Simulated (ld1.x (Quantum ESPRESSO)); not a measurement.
# u(r) = r·R(r): atom against pseudo-atom (S)

Columns: radius, all-electron u(r) and pseudo u(r) of the 3s shell (level -17.34 eV) of sulfur in the configuration [Ne] 3s1.75 3p4.25; LDA (PZ), non-relativistic, RRKJ scheme, ld1.x (Quantum ESPRESSO) 7.5.

```csv
r (bohr),all-electron,pseudo
0.070,0.1984,0.0189
0.140,-0.0385,0.0388
0.210,-0.2699,0.0610
0.280,-0.3925,0.0867
0.350,-0.4078,0.1177
0.420,-0.3442,0.1553
0.490,-0.2313,0.2008
0.560,-0.0929,0.2545
0.630,0.0538,0.3157
0.700,0.1973,0.3828
0.770,0.3302,0.4534
0.840,0.4485,0.5244
0.910,0.5502,0.5928
0.980,0.6349,0.6559
1.050,0.7030,0.7115
1.120,0.7557,0.7580
1.190,0.7941,0.7944
1.260,0.8200,0.8200
1.330,0.8348,0.8348
1.400,0.8401,0.8401
1.470,0.8373,0.8373
1.540,0.8278,0.8278
1.610,0.8128,0.8128
1.680,0.7933,0.7933
1.750,0.7704,0.7704
1.820,0.7449,0.7449
```

Question: How many radial nodes do the two functions have?

Answer: The all-electron 3s function has n − l − 1 = 2; the pseudo-wave has 0, since the states of the same l below it are removed with the core.

Question: At about which radius was the pseudo-wave matched?

Answer: 1.25 bohr, where the columns begin to agree (steps of 0.07 bohr).

Question: Is the pseudo-wave norm-conserving?

Answer: Yes: the RRKJ scheme keeps the norm inside the radius equal to the all-electron one, which fixes the energy derivative of the logarithmic derivative at the level.
